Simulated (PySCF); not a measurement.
# Removing an electron from AlEt2H

Compound: AlEt2H, C4H11Al.
Structure used (PBE0-D3(BJ)/def2-SVP), in Å, numbered top down from 1:
```xyz
16
C4H11Al angstrom
Al    -0.115   -0.806   -0.678
C      1.603   -1.255    0.171
C      2.099   -0.315    1.270
H      2.355   -1.333   -0.638
H      1.523   -2.291    0.554
H      3.073   -0.625    1.685
H      2.221    0.717    0.904
H      1.393   -0.264    2.115
C     -1.109    0.805   -0.136
C     -2.409    1.121   -0.874
H     -0.405    1.658   -0.209
H     -1.294    0.716    0.952
H     -2.891    2.042   -0.506
H     -2.244    1.255   -1.956
H     -3.146    0.308   -0.770
H     -0.689   -1.770   -1.819
```

Level: CAM-B3LYP/def2-SVPD (PySCF). Frontier orbitals with their largest atomic shares (Löwdin; up to four atoms above 4 %):

```tsv
orbital	ε (eV)	main atoms
HOMO−3	-10.95	C2 27 %, C3 24 %, H4 11 %, H5 11 %
HOMO−2	-10.92	C9 26 %, C10 25 %, H12 10 %, H11 10 %
HOMO−1	-9.01	Al1 26 %, H16 26 %, C9 15 %, C2 13 %
HOMO	-8.48	?
LUMO	0.06	Al1 57 %, H16 11 %, C9 10 %, C2 9 %
LUMO+1	0.67	Al1 56 %, C3 6 %, C9 5 %, C2 5 %
LUMO+2	1.58	C10 18 %, Al1 16 %, C9 10 %, C2 8 %
```

Q: What vertical ionisation energy does ΔSCF give, and how far is −ε(HOMO) from it?

A: ΔSCF: 9.22 eV (890 kJ/mol; threshold wavelength 134 nm); ⟨S²⟩ of the doublet left behind is 0.765, against 0.75 for a pure doublet. −ε(HOMO) is 8.48 eV, 0.74 eV below it. In exact Kohn–Sham theory the two would be equal; CAM-B3LYP (range-separated hybrid) falls short of its own ΔSCF value by 8 %.

Q: On which atoms does the HOMO lie?

A: C2 (carbon bonded to Al, C and 2 H) 25 %, C9 (carbon bonded to Al, C and 2 H) 23 %, Al1 (aluminium bonded to 2 C and H) 18 %, C10 (carbon bonded to C and 3 H) 8 %, so no atom holds as much as 40 %. The HOMO−1 lies 0.53 eV lower.

Q: What total energies stand behind the ΔSCF value?

A: E(N) = -401.18445 Eh and E(N − 1) = -400.84564 Eh at the same geometry, 0.33881 Eh apart.

Q: Shift the occupied levels rigidly so that −ε(HOMO) equals the ΔSCF value. What binding energies result?

A: The shift is +0.74 eV: HOMO 9.22, HOMO−1 9.75, HOMO−2 11.66, HOMO−3 11.69 eV. A rigid shift is only a rough guide to the deeper ionisations.

Q: With α = 78.0 au, estimate the like-pair dispersion coefficient by London's formula C6 = (3/4)α²I.

A: I = 0.3388 Eh, so C6 ≈ 1540 au, a rough estimate.

One conformer (not necessarily the lowest) at the PBE0-D3(BJ)/def2-SVP geometry, without solvent, vibrations or thermal averaging.

The run behind these numbers computed excited states and ΔSCF ions as well. On an Intel Xeon at 2.50 GHz with one thread, on a shared host, this took 3.4 min wall (with the writing of density and orbital grids) and 1.1 GiB of memory at its peak.
